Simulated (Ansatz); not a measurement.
`[SiH3]O[SiH2]BS` + `C[SiH](F)[SiH3]` → `[SiH3]O[SiH2][SiH3]` + `C[SiH](F)BS`  (redistribution)

Computed with Ansatz on PBE0-D4/def2-TZVP structures; ΔE is electronic, products minus reactants. CCSD(T)/CBS is the MP2 limit (def2-TZVPP, def2-QZVPP) plus CCSD(T) − MP2 in def2-TZVPP, frozen cores. DFT in def2-TZVPP. One conformer a species, not always the lowest.

```
             level  ΔE (kJ/mol)  difference from CCSD(T)/CBS
            PBE-D4          9.7                          1.6
          BHLYP-D4          7.3                         -0.8
           ωB97X-V          8.4                          0.3
             BHLYP          8.6                          0.5
         CAM-B3LYP          9.6                          1.5
      MP2/def2-SVP         11.6                          3.5
    MP2/def2-TZVPP          8.8                          0.7
    MP2/def2-QZVPP          8.6                          0.5
SCS-MP2/def2-QZVPP          8.0                         -0.1
      HF/CBS(def2)          6.1                         -2.0
       CCSD(T)/CBS          8.1                            0
```

Largest T1 diagnostic among the species: 0.014.

Leaving LDA and LC-ωPBE aside and taking each functional with its dispersion term where it has one, the values spread over 2.5 kJ/mol, from BHLYP-D4 to PBE-D4.
